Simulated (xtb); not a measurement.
YF2, SMILES [F][Y+][F], charge +1. All values are semi-empirical tight-binding results from xtb (GFN2-xTB unless named), good for trends rather than for accurate numbers. The structure is a stationary point at GFN2-xTB. The multiplicity is an assumed one; other spin states were not compared. The isomer is the one that the SMILES or the coordinates give; other isomers of the formula were not compared.

Optimised geometry:

```xyz
3

Y      0.0000     0.0000     0.4945
F      0.0000    -1.4980    -1.0713
F      0.0000     1.4980    -1.0713
```
Charge +1, spin multiplicity 1.

For metal compounds this method's bond lengths and energies can be far off.

```
Property                                       Result
-------------------------------------  --------------
point group as xtb finds it                       C2v
orbital gap                                   1.84 eV
zero-point energy                        1.0 kcal/mol
G − E(el) at 298.15 K (modified RRHO)  -16.6 kcal/mol
```

Computed atomic charges and the Wiberg bond orders between heavy atoms:
charges (e) Y1 0.94, F2 0.03, F3 0.03. Bond orders Y1–F2 0.93, Y1–F3 0.93, F2–F3 0.49.
